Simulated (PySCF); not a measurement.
# Computed records: BH$_{4}$N$_{2}$Si, AlBH$_{5}$N$_{2}$

Calculation on a computer-drawn molecule: the log of a Hartree-Fock and frozen-core CCSD(T) single point meant for a local Hartree-Fock minimum, with one planted fault or none, to be diagnosed. Offsets are logged minus clean, where the clean run is the same molecule without the fault. The reference is restricted for singlets and unrestricted otherwise, and also for a bond in bohr or an excited solution. Adding or removing an electron swaps singlet and doublet. The excited solution moves the top pair (singlet) or top alpha electron (doublet) to the lowest empty orbital. Highest occupied and lowest empty are orbital energies over both spins, largest force is the largest gradient component, triples share is (T) over the correlation energy, the T1 limit is 0.02 restricted and 0.045 unrestricted, electrons count all cores, a negative frequency is imaginary (commonest isotopes), and the dipole is about the centre of nuclear charge. Program: PySCF 2.14.0.

Common to all runs: meant charge 1; meant multiplicity 1; meant basis cc-pV(D+d)Z; logged SCF converged yes; possible faults no fault, one electron removed, one electron added, multiplicity raised by two, geometry at a saddle point, SCF held on an excited solution, minimal basis STO-3G, one bond length entered in bohr, all coordinates scaled.

```yaml
- entry: 1
  formula: BH4N2Si
  logged_structure:
    atoms_angstrom:
      - ["N", 0.9225, 0.2908, -1.1214]
      - [B, 0.71, 0.798, 0.1069]
      - ["N", 0.5065, 1.2847, 1.2861]
      - [Si, 0.2535, 1.8805, 2.7406]
      - [H, 1.792, 0.4028, -1.6089]
      - [H, 0.2241, -0.2292, -1.6194]
      - [H, -1.027, 1.691, 3.413]
      - [H, 1.2967, 2.6294, 3.4326]
  given:
    logged_electrons: 37
    logged_basis_functions: 85
    logged_spin_squared: 0.768
    "logged_highest_occupied [eV]": -5.4606
    "logged_lowest_empty [eV]": 3.3535
    "logged_largest_force [hartree/bohr]": 0.10963
    logged_T1_diagnostic: 0.016459
    logged_D1_diagnostic: 0.048037
    logged_triples_share: 0.031658
    logged_CC_converged: "yes"
    "logged_dipole_magnitude [debye]": 5.2128
    logged_SCF_stable_within_its_kind: "yes"
    "logged_energy_HF [hartree]": -424.86342
    "logged_energy_CCSD(T) [hartree]": -425.40301
    drawn_bonds_atom: [1, 2, 3, 1, 1, 4, 4]
    drawn_bonds_other_atom: [2, 3, 4, 5, 6, 7, 8]
    drawn_bonds_order: [1, 1, 2, 1, 1, 1, 1]
  results:
    planted_fault: "one electron added"
    "HF_energy_offset_from_clean_run [kcal/mol]": -108.7
    "CCSD(T)_energy_offset_from_clean_run [kcal/mol]": -119.6
- entry: 2
  formula: BH4N2Si
  logged_structure:
    atoms_angstrom:
      - ["N", 0.9225, 0.2908, -1.1214]
      - [B, 0.71, 0.798, 0.1069]
      - ["N", 0.5065, 1.2847, 1.2861]
      - [Si, 0.2535, 1.8805, 2.7406]
      - [H, 1.792, 0.4028, -1.6089]
      - [H, 0.2241, -0.2292, -1.6194]
      - [H, -1.027, 1.691, 3.413]
      - [H, 1.2967, 2.6294, 3.4326]
  given:
    logged_electrons: 36
    logged_basis_functions: 85
    logged_spin_squared: 0.0
    "logged_highest_occupied [eV]": -9.132
    "logged_lowest_empty [eV]": -11.5
    "logged_largest_force [hartree/bohr]": 0.24357
    logged_CC_converged: "no"
    "logged_dipole_magnitude [debye]": 10.86
    logged_SCF_stable_within_its_kind: "no"
    "logged_energy_HF [hartree]": -424.12713
    drawn_bonds_atom: [1, 2, 3, 1, 1, 4, 4]
    drawn_bonds_other_atom: [2, 3, 4, 5, 6, 7, 8]
    drawn_bonds_order: [1, 1, 2, 1, 1, 1, 1]
  results:
    planted_fault: "SCF held on an excited solution"
    "HF_energy_offset_from_clean_run [kcal/mol]": 353.3
  notes: ["CCSD not converged"]
- entry: 3
  formula: AlBH5N2
  logged_structure:
    atoms_angstrom:
      - ["N", -0.5658, 0.4545, 1.4103]
      - [B, -0.1988, 0.1947, 0.1617]
      - [Al, 0.384, -0.2748, -1.9289]
      - ["N", 1.6273, 0.7924, -2.501]
      - [H, -0.134, 1.1698, 1.9765]
      - [H, -1.3044, -0.0482, 1.8806]
      - [H, -0.3888, -1.4641, -2.561]
      - [H, 2.0698, 1.5465, -2.0083]
      - [H, 2.0228, 0.7339, -3.4242]
  given:
    logged_electrons: 35
    logged_basis_functions: 90
    logged_spin_squared: 0.7744
    "logged_highest_occupied [eV]": -20.518
    "logged_lowest_empty [eV]": -14.327
    "logged_largest_force [hartree/bohr]": 0.085544
    logged_T1_diagnostic: 0.026515
    logged_D1_diagnostic: 0.10391
    logged_triples_share: 0.031715
    logged_CC_converged: "yes"
    "logged_dipole_magnitude [debye]": 4.8161
    logged_SCF_stable_within_its_kind: "yes"
    "logged_energy_HF [hartree]": -377.66885
    "logged_energy_CCSD(T) [hartree]": -378.1614
    drawn_bonds_atom: [1, 2, 3, 1, 1, 3, 4, 4]
    drawn_bonds_other_atom: [2, 3, 4, 5, 6, 7, 8, 9]
    drawn_bonds_order: [1, 1, 1, 1, 1, 1, 1, 1]
  results:
    planted_fault: "one electron removed"
    "HF_energy_offset_from_clean_run [kcal/mol]": 356.9
    "CCSD(T)_energy_offset_from_clean_run [kcal/mol]": 369.9
```
